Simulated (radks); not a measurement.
All-electron atom: the rhenium ion Re3+ in [Xe] 4f14 5d4. Calculated with a radial shooting solver on a logarithmic mesh with Libxc functionals: Dirac Kohn-Sham, PW91, spin-unpolarised, spherical densities, finite nucleus; open shells are shared between the two j in proportion to 2j + 1; Fermi nuclear charge, rms radius 5.3698 fm.

Normalised radial functions P(r) = r R(r) (large component), r in bohr:

r           5d3/2    5d5/2
0.002449   0.0001   0.0000
0.00324    0.0002   0.0001
0.004322   0.0004   0.0002
0.005764   0.0009   0.0005
0.007688   0.0018   0.0012
0.01025    0.0036   0.0026
0.01368    0.0073   0.0057
0.01824    0.0145   0.0119
0.02433    0.0282   0.0240
0.03245    0.0526   0.0462
0.04328    0.0924   0.0834
0.05772    0.1496   0.1383
0.07637    0.2136   0.2020
0.1019     0.2597   0.2520
0.1359     0.2357   0.2373
0.1812     0.0945   0.1087
0.2417    -0.1464  -0.1238
0.3223    -0.3587  -0.3413
0.4299    -0.3613  -0.3647
0.5734    -0.0823  -0.1106
0.7648     0.3547   0.3132
1.02       0.7240   0.6894
1.35       0.8573   0.8436
1.8        0.7434   0.7522
2.401      0.4830   0.5030
3.202      0.2271   0.2444
4.271      0.0718   0.0804
5.697      0.0123   0.0144

5d3/2: eigenvalue -33.787 eV, 2 radial nodes at r = 0.205, 0.608 bohr, <r> = 1.65 bohr, 90 % of the charge inside 2.51 bohr. 5d5/2: eigenvalue -32.675 eV, 2 radial nodes at r = 0.209, 0.622 bohr, <r> = 1.70 bohr, 90 % of the charge inside 2.58 bohr.
